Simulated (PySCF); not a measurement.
Electron correlation in Cu⁻ (copper, charge -1)

[Ar] 3d10 4s2, closed-shell 1S. Calculation: PySCF 2.14, in aug-cc-pVTZ-PP with ECP10MDF (6s6p5d3f2g, 88 functions); a scalar-relativistic core potential. Frozen: 3s2 3p6; 12 electrons correlated.

MP2 pair energies summed by pair of shells (mhartree):

```tsv
pair	energy	share (%)
3d-3d	-506.14	90.0
3d-4s	-37.96	6.8
4s-4s	-18.02	3.2
```

Total MP2 correlation energy: -562.12 mhartree.

Same-spin part -199.46 and opposite-spin part -362.65 mhartree; SCS-MP2 scales them by 1/3 and 6/5 to -501.67 mhartree.

MP2 falls well short for the outer s pair, which is nearly degenerate with np².
